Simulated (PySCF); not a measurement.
# Choosing a basis for TDDFT

Compound: TiCl4 (singlet state).
Atom-mapped SMILES: `[Cl:1][Ti:2]([Cl:3])([Cl:4])[Cl:5]`

TDDFT with PBE0 (PySCF), vertical singlets, core orbitals frozen in the response, spherical d and f functions. Geometry: PBE0-D3(BJ)/def2-SVP; no solvent, vibrations or thermal averaging.

```
    basis  functions  diffuse  S1 (eV)  S2 (eV)  S3 (eV)  S4 (eV)  S5 (eV)  LUMO (eV)  α (au)
 def2-SVP        103       no     4.24     4.25     4.25     4.47     4.48      -3.76    69.8
   6-31G*        106       no     4.26     4.27     4.27     4.48     4.49      -3.97    75.9
def2-SVPD        142      yes     4.22     4.23     4.23     4.45     4.45      -4.00    93.2
def2-TZVP        193       no     4.38     4.39     4.40     4.61     4.61      -3.71    85.1
```

Compare the sets with the largest diffuse one.

States are compared by their number. Against the only diffuse basis here (def2-SVPD, itself not a converged limit), sets without diffuse functions differ by up to 0.16 eV in S1 and 0.16 eV in S5. State by state, the largest deviation of a set without diffuse functions is S1 0.16, S2 0.16, S3 0.16, S4 0.16, S5 0.16 eV. The same number needn't mean the same state in each row. Against def2-SVPD the polarisability deviates by -25% in def2-SVP, -19% in 6-31G*, -9% in def2-TZVP.
